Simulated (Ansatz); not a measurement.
`BCC(C)F`, 13 atoms. Total charge 0; spin multiplicity 1. All runs use 4 threads of an Arm Neoverse V1 on a shared host. Correlated methods freeze the cores.

Give the basis size and wall time and peak host memory of each of these runs in Ansatz. RKS PBE0-D4/def2-TZVPP energy; RHF-CCSD(T)/def2-SVP energy; RHF-CCSD(T)/def2-TZVPP energy; RKS B3LYP-D4/def2-TZVPP energy and forces; RKS PBE0-D4/def2-TZVP frequencies; RKS ωB97M-V/def2-QZVPP energy; RKS PBE0-D4/def2-SVP energy; RKS PBE-QIDH (frozen core)/def2-TZVPP energy; RKS PBE0-D4/def2-TZVP relaxation (9 steps); RKS r2SCAN-D4/def2-TZVPP energy and forces; RKS ωB97M-V/def2-SVP energy; RHF-MP2/def2-QZVPP energy. (An estimate is asked.)

The calculation gave: Other jobs shared the machine, so times are rough.

```json
{"level": "RKS PBE0-D4/def2-SVP", "job": "energy", "functions": "110", "wall time": "1 s", "peak host memory (GiB)": "0.22"}
{"level": "RKS PBE0-D4/def2-TZVPP", "job": "energy", "functions": "267", "wall time": "2.7 s", "peak host memory (GiB)": "0.59"}
{"level": "RKS ωB97M-V/def2-SVP", "job": "energy", "functions": "110", "wall time": "4.2 s", "peak host memory (GiB)": "0.31"}
{"level": "RKS B3LYP-D4/def2-TZVPP", "job": "energy and forces", "functions": "267", "wall time": "4.7 s", "peak host memory (GiB)": "0.73"}
{"level": "RKS r2SCAN-D4/def2-TZVPP", "job": "energy and forces", "functions": "267", "wall time": "4.8 s", "peak host memory (GiB)": "0.36"}
{"level": "RKS PBE-QIDH (frozen core)/def2-TZVPP", "job": "energy", "functions": "267", "wall time": "6 s", "peak host memory (GiB)": "0.74"}
{"level": "RHF-CCSD(T)/def2-SVP", "job": "energy", "functions": "110", "wall time": "7 s", "peak host memory (GiB)": "0.59"}
{"level": "RKS ωB97M-V/def2-QZVPP", "job": "energy", "functions": "525", "wall time": "18 s", "peak host memory (GiB)": "2.2"}
{"level": "RHF-MP2/def2-QZVPP", "job": "energy", "functions": "525", "wall time": "27 s", "peak host memory (GiB)": "3.9"}
{"level": "RKS PBE0-D4/def2-TZVP", "job": "relaxation (9 steps)", "functions": "203", "wall time": "29 s", "peak host memory (GiB)": "0.48"}
{"level": "RKS PBE0-D4/def2-TZVP", "job": "frequencies", "functions": "203", "wall time": "2.8 min", "peak host memory (GiB)": "0.5"}
{"level": "RHF-CCSD(T)/def2-TZVPP", "job": "energy", "functions": "267", "wall time": "3.4 min", "peak host memory (GiB)": "7.2"}
```

B3LYP here is the variant with VWN-RPA as its local correlation; programs differ in this.
